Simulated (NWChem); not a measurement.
## Ionisation of hydronium (H$_{3}$O (+1))

SMILES: [OH3+]
```xyz
4

O      0.0000     0.0774     0.0000
H     -0.4720    -0.2067     0.8177
H     -0.4720    -0.2067    -0.8177
H      0.9443    -0.2062     0.0000
```
Charge +1, spin multiplicity 1.

Everything below was run with NWChem. Structure: optimised with B3LYP/def2-SVP, a minimum by its harmonic frequencies.

Basis set: def2-TZVP. −ε marks an orbital energy of the parent.

B3LYP has NWChem's definition, with VWN1-RPA local correlation.

### Question
Order these methods by the first vertical ionisation energy they give, lowest first: −ε(HOMO) of HF, −ε(HOMO) of B3LYP, −ε(HOMO) of BHandHLYP, −ε(HOMO) of PBE.

### Answer
−ε(HOMO) of PBE (18.63 eV), −ε(HOMO) of B3LYP (20.36 eV), −ε(HOMO) of BHandHLYP (22.66 eV), −ε(HOMO) of HF (25.89 eV)
